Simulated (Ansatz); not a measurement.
Ansatz (a program for electronic structure) input (B3LYP-D3(BJ)/def2-TZVP):

Ansatz 0.2 input:
```yaml
crystal:
  periodic: [false, false, false]
  atoms:
    - {symbol: Si, position_ang: [-1.50778772, 0.13774757, 0.35054881]}
    - {symbol: As, position_ang: [0.78599117, -0.10273817, -0.21715900]}
    - {symbol: H, position_ang: [-2.31214413, -0.74463328, -0.52616254]}
    - {symbol: H, position_ang: [-1.95116584, 1.54029198, 0.15906993]}
    - {symbol: H, position_ang: [-1.74116208, -0.24603510, 1.76427665]}
    - {symbol: H, position_ang: [1.17579141, 0.91227013, 0.86137954]}
basis:
  gaussian:
    orbitals: def2-TZVP
hamiltonian:
  xc: b3lyp
  dispersion: d3bj
magnetization: {spin_polarized: true, initial_magnetization: 1}
phonons: {temperatures: {t_min: 298.15, t_max: 298.15, t_step: 100}}
```

Output:

```
Functional definition: B3LYP
integrals: 0.04 GiB planned
853 factors; their error is unknown
mean field: 0.50 GiB planned
mean field evaluation 1: about -68784.5824 eV, gradient 1.2e1 eV
mean field evaluation 2: about -68784.8768 eV, gradient 9.9e0 eV
mean field evaluation 4: about -68785.3075 eV, gradient 3.3e-1 eV
mean field evaluation 8: about -68785.5323 eV, gradient 2.3e-1 eV
mean field evaluation 16: about -68785.5323 eV, gradient 7.6e-5 eV
mean field -68785.53234123 eV, -2527.8216890319 hartree, gradient 7.6e-5 eV, S^2 0.753153; 0 other end points of the search recorded, 0 dependent functions left out
the calculation of the forces begins
reference -68785.53258332 eV, -2527.8216979283 hartree; 26, 25 occupied and 83, 84 virtual orbitals, 853 factors
these checks for a lower state are left out or cut short: stability, starts, cluster_reference, orbital_swaps, neighbouring_geometries, increment
integrals: 0.04 GiB planned
853 factors; their error is unknown
mean field: 0.50 GiB planned
mean field -68785.53225208 eV, -2527.8216857555 hartree, gradient 1.1e-6 eV, S^2 0.753154; 0 other end points of the search recorded, 0 dependent functions left out
the calculation of the forces begins
reference -68785.53249417 eV, -2527.8216946522 hartree; 26, 25 occupied and 83, 84 virtual orbitals, 853 factors
these checks for a lower state are left out or cut short: stability, starts, cluster_reference, orbital_swaps, neighbouring_geometries, increment
integrals: 0.04 GiB planned
853 factors; their error is unknown
mean field: 0.51 GiB planned
mean field evaluation 32: about -68785.5323 eV, gradient 1.2e-6 eV
mean field -68785.53225447 eV, -2527.8216858436 hartree, gradient 1.2e-6 eV, S^2 0.753153; 0 other end points of the search recorded, 0 dependent functions left out
the calculation of the forces begins
reference -68785.53249655 eV, -2527.8216947397 hartree; 26, 25 occupied and 83, 84 virtual orbitals, 853 factors
these checks for a lower state are left out or cut short: stability, starts, cluster_reference, orbital_swaps, neighbouring_geometries, increment
integrals: 0.04 GiB planned
853 factors; their error is unknown
mean field: 0.51 GiB planned
mean field -68785.53224768 eV, -2527.8216855937 hartree, gradient 1.6e-6 eV, S^2 0.753152; 0 other end points of the search recorded, 0 dependent functions left out
the calculation of the forces begins
reference -68785.53248973 eV, -2527.8216944891 hartree; 26, 25 occupied and 83, 84 virtual orbitals, 853 factors
these checks for a lower state are left out or cut short: stability, starts, cluster_reference, orbital_swaps, neighbouring_geometries, increment
integrals: 0.04 GiB planned
853 factors; their error is unknown
mean field: 0.50 GiB planned
mean field -68785.53228684 eV, -2527.8216870331 hartree, gradient 1.6e-6 eV, S^2 0.753155; 0 other end points of the search recorded, 0 dependent functions left out
the calculation of the forces begins
reference -68785.53252895 eV, -2527.8216959305 hartree; 26, 25 occupied and 83, 84 virtual orbitals, 853 factors
these checks for a lower state are left out or cut short: stability, starts, cluster_reference, orbital_swaps, neighbouring_geometries, increment
integrals: 0.04 GiB planned
853 factors; their error is unknown
mean field: 0.50 GiB planned
mean field -68785.53226930 eV, -2527.8216863883 hartree, gradient 2.5e-6 eV, S^2 0.753151; 0 other end points of the search recorded, 0 dependent functions left out
the calculation of the forces begins
reference -68785.53251137 eV, -2527.8216952843 hartree; 26, 25 occupied and 83, 84 virtual orbitals, 853 factors
these checks for a lower state are left out or cut short: stability, starts, cluster_reference, orbital_swaps, neighbouring_geometries, increment
integrals: 0.04 GiB planned
[...]
mean field -68785.53226985 eV, -2527.8216864087 hartree, gradient 1.9e-6 eV, S^2 0.753152; 0 other end points of the search recorded, 0 dependent functions left out
the calculation of the forces begins
reference -68785.53251191 eV, -2527.8216953043 hartree; 26, 25 occupied and 83, 84 virtual orbitals, 853 factors
these checks for a lower state are left out or cut short: stability, starts, cluster_reference, orbital_swaps, neighbouring_geometries, increment
integrals: 0.04 GiB planned
853 factors; their error is unknown
mean field: 0.50 GiB planned
mean field -68785.53229322 eV, -2527.8216872676 hartree, gradient 1.6e-6 eV, S^2 0.753154; 0 other end points of the search recorded, 0 dependent functions left out
the calculation of the forces begins
reference -68785.53253528 eV, -2527.8216961631 hartree; 26, 25 occupied and 83, 84 virtual orbitals, 853 factors
these checks for a lower state are left out or cut short: stability, starts, cluster_reference, orbital_swaps, neighbouring_geometries, increment
integrals: 0.04 GiB planned
853 factors; their error is unknown
mean field: 0.50 GiB planned
mean field -68785.53230675 eV, -2527.8216877645 hartree, gradient 1.8e-6 eV, S^2 0.753154; 0 other end points of the search recorded, 0 dependent functions left out
the calculation of the forces begins
reference -68785.53254885 eV, -2527.8216966618 hartree; 26, 25 occupied and 83, 84 virtual orbitals, 853 factors
these checks for a lower state are left out or cut short: stability, starts, cluster_reference, orbital_swaps, neighbouring_geometries, increment
integrals: 0.04 GiB planned
853 factors; their error is unknown
mean field: 0.50 GiB planned
mean field -68785.53231054 eV, -2527.8216879040 hartree, gradient 1.4e-6 eV, S^2 0.753154; 0 other end points of the search recorded, 0 dependent functions left out
the calculation of the forces begins
reference -68785.53255261 eV, -2527.8216967999 hartree; 26, 25 occupied and 83, 84 virtual orbitals, 853 factors
these checks for a lower state are left out or cut short: stability, starts, cluster_reference, orbital_swaps, neighbouring_geometries, increment
integrals: 0.04 GiB planned
853 factors; their error is unknown
mean field: 0.51 GiB planned
mean field evaluation 96: about -68785.5323 eV, gradient 5.9e-6 eV
mean field -68785.53234533 eV, -2527.8216891823 hartree, gradient 1.6e-6 eV, S^2 0.753154; 0 other end points of the search recorded, 0 dependent functions left out
the calculation of the forces begins
reference -68785.53258742 eV, -2527.8216980792 hartree; 26, 25 occupied and 83, 84 virtual orbitals, 853 factors
these checks for a lower state are left out or cut short: stability, starts, cluster_reference, orbital_swaps, neighbouring_geometries, increment
integrals: 0.04 GiB planned
853 factors; their error is unknown
mean field: 0.50 GiB planned
mean field -68785.53230731 eV, -2527.8216877854 hartree, gradient 1.9e-6 eV, S^2 0.753153; 0 other end points of the search recorded, 0 dependent functions left out
the calculation of the forces begins
reference -68785.53254940 eV, -2527.8216966819 hartree; 26, 25 occupied and 83, 84 virtual orbitals, 853 factors
these checks for a lower state are left out or cut short: stability, starts, cluster_reference, orbital_swaps, neighbouring_geometries, increment
integrals: 0.04 GiB planned
853 factors; their error is unknown
mean field: 0.51 GiB planned
mean field -68785.53235611 eV, -2527.8216895788 hartree, gradient 2.3e-6 eV, S^2 0.753154; 0 other end points of the search recorded, 0 dependent functions left out
the calculation of the forces begins
reference -68785.53259819 eV, -2527.8216984751 hartree; 26, 25 occupied and 83, 84 virtual orbitals, 853 factors
these checks for a lower state are left out or cut short: stability, starts, cluster_reference, orbital_swaps, neighbouring_geometries, increment
integrals: 0.04 GiB planned
853 factors; their error is unknown
mean field: 0.50 GiB planned
mean field -68785.53230479 eV, -2527.8216876927 hartree, gradient 1.9e-6 eV, S^2 0.753154; 0 other end points of the search recorded, 0 dependent functions left out
the calculation of the forces begins
reference -68785.53254690 eV, -2527.8216965901 hartree; 26, 25 occupied and 83, 84 virtual orbitals, 853 factors
these checks for a lower state are left out or cut short: stability, starts, cluster_reference, orbital_swaps, neighbouring_geometries, increment
integrals: 0.04 GiB planned
853 factors; their error is unknown
mean field: 0.51 GiB planned
mean field -68785.53227774 eV, -2527.8216866985 hartree, gradient 2.2e-6 eV, S^2 0.753153; 0 other end points of the search recorded, 0 dependent functions left out
the calculation of the forces begins
reference -68785.53251979 eV, -2527.8216955939 hartree; 26, 25 occupied and 83, 84 virtual orbitals, 853 factors
these checks for a lower state are left out or cut short: stability, starts, cluster_reference, orbital_swaps, neighbouring_geometries, increment
integrals: 0.04 GiB planned
853 factors; their error is unknown
mean field: 0.50 GiB planned
mean field evaluation 128: about -68785.5323 eV, gradient 1.2e-6 eV
mean field -68785.53233622 eV, -2527.8216888476 hartree, gradient 1.2e-6 eV, S^2 0.753154; 0 other end points of the search recorded, 0 dependent functions left out
the calculation of the forces begins
reference -68785.53257829 eV, -2527.8216977434 hartree; 26, 25 occupied and 83, 84 virtual orbitals, 853 factors
these checks for a lower state are left out or cut short: stability, starts, cluster_reference, orbital_swaps, neighbouring_geometries, increment
integrals: 0.04 GiB planned
853 factors; their error is unknown
mean field: 0.51 GiB planned
mean field -68785.53233281 eV, -2527.8216887224 hartree, gradient 1.1e-6 eV, S^2 0.753153; 0 other end points of the search recorded, 0 dependent functions left out
the calculation of the forces begins
reference -68785.53257491 eV, -2527.8216976194 hartree; 26, 25 occupied and 83, 84 virtual orbitals, 853 factors
these checks for a lower state are left out or cut short: stability, starts, cluster_reference, orbital_swaps, neighbouring_geometries, increment
integrals: 0.04 GiB planned
853 factors; their error is unknown
mean field: 0.50 GiB planned
mean field -68785.53229469 eV, -2527.8216873214 hartree, gradient 2.6e-6 eV, S^2 0.753156; 0 other end points of the search recorded, 0 dependent functions left out
the calculation of the forces begins
reference -68785.53253679 eV, -2527.8216962184 hartree; 26, 25 occupied and 83, 84 virtual orbitals, 853 factors
these checks for a lower state are left out or cut short: stability, starts, cluster_reference, orbital_swaps, neighbouring_geometries, increment
integrals: 0.04 GiB planned
853 factors; their error is unknown
mean field: 0.51 GiB planned
mean field -68785.53228907 eV, -2527.8216871151 hartree, gradient 1.5e-6 eV, S^2 0.753151; 0 other end points of the search recorded, 0 dependent functions left out
the calculation of the forces begins
reference -68785.53253114 eV, -2527.8216960109 hartree; 26, 25 occupied and 83, 84 virtual orbitals, 853 factors
these checks for a lower state are left out or cut short: stability, starts, cluster_reference, orbital_swaps, neighbouring_geometries, increment
integrals: 0.04 GiB planned
853 factors; their error is unknown
mean field: 0.50 GiB planned
mean field -68785.53235416 eV, -2527.8216895069 hartree, gradient 1.7e-6 eV, S^2 0.753154; 0 other end points of the search recorded, 0 dependent functions left out
the calculation of the forces begins
reference -68785.53259625 eV, -2527.8216984038 hartree; 26, 25 occupied and 83, 84 virtual orbitals, 853 factors
these checks for a lower state are left out or cut short: stability, starts, cluster_reference, orbital_swaps, neighbouring_geometries, increment
integrals: 0.04 GiB planned
853 factors; their error is unknown
mean field: 0.51 GiB planned
mean field evaluation 160: about -68785.5323 eV, gradient 1.7e-6 eV
mean field -68785.53232006 eV, -2527.8216882537 hartree, gradient 1.7e-6 eV, S^2 0.753153; 0 other end points of the search recorded, 0 dependent functions left out
the calculation of the forces begins
reference -68785.53256213 eV, -2527.8216971496 hartree; 26, 25 occupied and 83, 84 virtual orbitals, 853 factors
Total energy: -68785.74535781 eV, -2527.8295172465 hartree
Atom 0 at    -1.507788     0.137748     0.350549 Å, force     0.000143     0.000079     0.000069 eV/Å
Atom 1 at     0.785991    -0.102738    -0.217159 Å, force     0.000180     0.000777     0.000841 eV/Å
Atom 2 at    -2.312144    -0.744633    -0.526163 Å, force    -0.000102    -0.000050    -0.000042 eV/Å
Atom 3 at    -1.951166     1.540292     0.159070 Å, force     0.000050    -0.000110     0.000029 eV/Å
Atom 4 at    -1.741162    -0.246035     1.764277 Å, force     0.000031     0.000046    -0.000111 eV/Å
Atom 5 at     1.175791     0.912270     0.861380 Å, force    -0.000302    -0.000742    -0.000786 eV/Å
Dipole moment:    -0.028884     0.030650     0.037887 e Å
Vibrations: 161.89 350.03 451.00 477.63 711.00 895.83 947.18 951.03 2150.67 2210.99 2218.56 2233.88 cm⁻¹, zero-point energy 0.852992 eV
```

It need not be the lowest isomer of its formula.
